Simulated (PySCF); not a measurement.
## Assigning NMR signals

Atoms are numbered as in `[NH2:1][c:2]1[cH:3][cH:4][cH:5][cH:6][c:7]1[Cl:8]`. Hydrogens are named by the atom that carries them.

[PySCF 2.14.0 with density-fitted response routines: B97-2/pcSseg-2 with gauge-including orbitals; PBE0-D3(BJ)/def2-TZVP geometry; a single conformation; averaged over atoms made equivalent by symmetry, fast rotation or ring inversion; non-relativistic; gas phase]

δ = σ(ref) − σ, references computed at the same level: ¹³C (σref 185.38), ¹H (σref 31.64) vs TMS.

**Question.** Assign these signals to the numbered atoms. ¹³C{¹H} NMR (computed): δ 151.0, 136.9, 134.2, 128.8, 123.5, 119.5.

**Answer.** 
```tsv
δ (ppm)	atoms	environment	reason
151.0	C2	aromatic carbon bearing nitrogen	σ withdrawal by the attached heteroatom moves it downfield of the ring CH carbons
136.9	C6	aromatic CH	the aromatic region
134.2	C4	aromatic CH	–
128.8	C7	aromatic carbon bearing chlorine	–
123.5	C5	aromatic CH	–
119.5	C3	aromatic CH	π donation from the O or N substituent raises the electron density at positions ortho and para to it
```

**Question.** Assign these signals to the numbered atoms. ¹H NMR (500 MHz, computed): δ 7.47 (d, 1H), 7.24 (m, 1H), 6.85 (m, 1H), 6.82 (d, 1H), 3.93 (br s, 2H).

**Answer.** 
7.47 → H(C6), hydrogen on an aromatic CH: the ring current deshields protons in the ring plane
7.24 → H(C4), hydrogen on an aromatic CH
6.85 → H(C5), hydrogen on an aromatic CH
6.82 → H(C3), hydrogen on an aromatic CH
3.93 → H(N1), hydrogen on an aniline-type nitrogen: exchangeable; this is the value without hydrogen bonding to other molecules

H(C5) and H(C3) lie closer than the usual error of such a calculation, so a measured spectrum could show them in the other order.

OH and NH positions are those of a molecule without intermolecular hydrogen bonds; in solution they move with solvent, concentration and temperature, and exchange usually removes their couplings. Carbons that carry Cl, above all several Cl atoms, come out too deshielded, partly because spin–orbit coupling is missing. Shifts are as computed. Against solution values, carbons near 30 ppm lie about +3 ppm off and those near 130 ppm about +7 ppm; carbons on Cl a further +5 ppm. Of 1211 compounds with measured shifts, 218 miss one by over three times the rms of a fit or turn the order of signals round; such compounds aren't used in these exercises. Multiplicities follow the n + 1 count of equivalent neighbours, as no J values were calculated; m marks all less simple cases, F and P coupling included.
